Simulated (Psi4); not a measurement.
Cl₄Te, charge +1, doublet, at a GFN2-xTB geometry (a state made from the parent by changing its charge; the spin is typed, not shown lowest) (all electrons, no relativity); B3LYP/STO-3G (Psi4).

Input for Psi4:
```
memory 2 GB

molecule {
1 2
Te   -0.00572274    0.01236630    0.26693104
Cl    1.11337271   -1.43495632   -1.08899499
Cl    1.85279584    1.50725672    0.73992591
Cl   -1.06293622    1.32596783   -1.26356022
Cl   -1.88572747   -1.43609457    0.79613434
}

set {
  basis sto-3g
  reference uks
  scf_type pk
  puream true
  d_convergence 1e-8
  dft_radial_points 99
  dft_spherical_points 590
}

energy('b3lyp')
print_variables()
```

Output, abridged:

```
   => Loading Basis Set <=

    Name: STO-3G
    Role: ORBITAL
    Keyword: BASIS

         ---------------------------------------------------------
                                   SCF
               by Justin Turney, Rob Parrish, Andy Simmonett
                          and Daniel G. A. Smith
                              UKS Reference
         ---------------------------------------------------------

  ==> Geometry <==

    Molecular point group: c1
    Full point group: C1

    Geometry (in Angstrom), charge = 1, multiplicity = 2:

       Center              X                  Y                   Z               Mass
    ------------   -----------------  -----------------  -----------------  -----------------
         TE          -0.005236069855     0.011314650902     0.244230787615   129.906222748000
         CL           1.113859380145    -1.436007969098    -1.111695242385    34.968852682000
         CL           1.853282510145     1.506205070902     0.717225657615    34.968852682000
         CL          -1.062449549855     1.324916180902    -1.286260472385    34.968852682000
         CL          -1.885240799855    -1.437146219098     0.773434087615    34.968852682000

  Running in c1 symmetry.

  Rotational constants: A =      0.04629  B =      0.03102  C =      0.02752 [cm^-1]
  Rotational constants: A =   1387.84817  B =    929.99201  C =    825.07671 [MHz]
  Nuclear repulsion = 1043.891865639920979

  Charge       = 1
  Multiplicity = 2
  Electrons    = 119
  Nalpha       = 60
  Nbeta        = 59

  ==> Algorithm <==

  SCF Algorithm Type is PK.
  DIIS enabled.
  MOM disabled.
  Fractional occupation disabled.
  Guess Type is SAD.
  Energy threshold   = 1.00e-06
  Density threshold  = 1.00e-08
  Integral threshold = 1.00e-12

  ==> Primary Basis <==

  Basis Set: STO-3G
    Blend: STO-3G
    Number of shells: 31
    Number of basis functions: 63
    Number of Cartesian functions: 65
    Spherical Harmonics?: true
    Max angular momentum: 2

  ==> DFT Potential <==

   => LibXC <=

    Version 7.1.2
    S. Lehtola, C. Steigemann, M. J. T. Oliveira, and M. A. L. Marques,  SoftwareX 7, 1–5 (2018) (10.1016/j.softx.2017.11.002)

   => Composite Functional: B3LYP <=

    B3LYP Hyb-GGA Exchange-Correlation Functional

    P. J. Stephens, F. J. Devlin, C. F. Chabalowski, and M. J. Frisch,  J. Phys. Chem. 98, 11623 (1994) (10.1021/j100096a001)

    Deriv               =              1
    GGA                 =           TRUE
[...]
      Nbeta    =   58.9999998438 ; deviation = -1.562e-07
      Ntotal   =  118.9999996781 ; deviation = -3.219e-07

   @Spin Contamination Metric:   1.229126079E-02
   @S^2 Expected:                7.500000000E-01
   @S^2 Observed:                7.622912608E-01
   @S   Expected:                5.000000000E-01
   @S   Observed:                5.000000000E-01

    Orbital Energies [Eh]
    ---------------------

    Alpha Occupied:

[...]
    Alpha Virtual:

[...]
    Beta Occupied:

[...]
    Beta Virtual:

[...]
      63A     -0.227141

    Final Occupation by Irrep:
              A
    DOCC [    59 ]
    SOCC [     1 ]
    NA   [    60 ]
    NB   [    59 ]

  @UKS Final Energy: -8369.66516085535841

   => Energetics <=

    Nuclear Repulsion Energy =           1043.8918656399209794
    One-Electron Energy =              -13593.5212277156715572
    Two-Electron Energy =                4407.8009574783845892
    DFT Exchange-Correlation Energy =    -227.8367562579937555
    Empirical Dispersion Energy =           0.0000000000000000
    VV10 Nonlocal Energy =                  0.0000000000000000
    Total Energy =                      -8369.6651608553584083

  UHF NO Occupations:
  HONO-2 :   58  A 1.9996691
  HONO-1 :   59  A 1.9942799
  HONO-0 :   60  A 1.0000000
  LUNO+0 :   61  A 0.0057201
  LUNO+1 :   62  A 0.0003309
  LUNO+2 :   63  A 0.0001111

Computation Completed

Properties will be evaluated at   0.000000,   0.000000,   0.000000 [a0]

Properties computed using the SCF density matrix

 Multipole Moments:

 ------------------------------------------------------------------------------------
     Multipole            Electronic (a.u.)      Nuclear  (a.u.)        Total (a.u.)
 ------------------------------------------------------------------------------------

 L = 1.  Multiply by 2.5417464519 to convert [e a0] to [Debye]
 Dipole X            :         -0.1125952            0.1103611           -0.0022342
 Dipole Y            :          0.2433007           -0.2384798            0.0048209
 Dipole Z            :          5.2517724           -5.1476717            0.1041007
 Magnitude           :                                                    0.1042363

 ------------------------------------------------------------------------------------

  Variable Map:
  ----------------------------------------------------------------------------
[...]
  Array Variable Map:
  ----------------------------------------------------------------------------
[...]
[...]
```
